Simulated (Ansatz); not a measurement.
`Cc1ccc2ccccc2c1`, charge 0, multiplicity 1.

Problem. Give a relaxed structure at PBE0-D4/def2-TZVP (the Gaussian-basis code of Ansatz). (Best estimate.)

Solution. The calculation gave: 
Z-matrix (Å, degrees):
```
C
C 1 1.497
H 1 1.091 2 111.4
H 1 1.094 2 111.1 3 120.5
H 1 1.094 2 111.1 3 -120.5
C 2 1.415 1 119.7 3 179.8
C 2 1.370 1 121.8 3 -0.2
C 6 1.365 2 121.3 1 180.0
H 6 1.085 2 118.9 1 -0.0
C 7 1.412 2 121.8 1 -180.0
H 7 1.086 2 119.8 1 0.0
C 8 1.412 6 120.9 2 -0.0
H 8 1.085 6 120.3 2 180.0
C 10 1.411 7 122.1 2 180.0
C 12 1.411 8 122.4 6 -180.0
C 14 1.368 10 120.8 7 -180.0
H 14 1.085 10 118.8 7 0.0
C 15 1.368 12 120.8 8 180.0
H 15 1.085 12 118.8 8 -0.0
H 16 1.084 14 120.0 10 180.0
H 18 1.084 15 120.1 12 180.0
```
Point group Cs.
This is one stationary point; other conformers may exist.
